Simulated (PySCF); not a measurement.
Predicted microwave data (PBE0-D3(BJ)/def2-SVP geometry optimisation, gas phase in PySCF) for one isomer of C2H9NSi:

* Rotational constants: A = 9836, B = 3530, C = 2905 MHz
* Dipole components: |μa| = 0.80 D, |μb| = 0.35 D, |μc| = 0.16 D
* Inertial defect: -20.57 u·Å²
* κ: -0.82

Question: Which structure is it? (One computed conformer of each.)
A. `[CH3:1][NH:2][SiH2:3][CH3:4]` with C1–N2–Si3–C4 -62°
B. `CN(C)[SiH3]`
C. SiH3(NHEt), `[H][Si]([H])([H])NCC`
D. `[H][Si]([H])(C)NC` (SiH2Me(NHMe))

Answer: A. It is CN[SiH2]C, an asymmetric top, point group C1. The candidates at the same level (rigid rotor, commonest isotopes):

```csv
SMILES,A (MHz),B (MHz),C (MHz),μa (D),μb (D),μc (D),Δ (u·Å²),point group,rotor
[H][Si]([H])([H])NCC,13824,2838,2652,1.09,0.26,0.57,-24.05,C1,near-prolate asymmetric top
CN(C)[SiH3],8414,4410,3123,0.94,0.00,0.12,-12.83,–,asymmetric top
CN[SiH2]C,9836,3530,2905,0.80,0.35,0.16,-20.57,C1,asymmetric top
[H][Si]([H])(C)NC,16000,2881,2607,0.27,1.05,0.42,-13.11,–,near-prolate asymmetric top
```

`CN(C)[SiH3]` has B 25 % too high; `[H][Si]([H])([H])NCC` has A 41 % too high; `[H][Si]([H])(C)NC` has A 63 % too high. No structure here is proved a minimum.
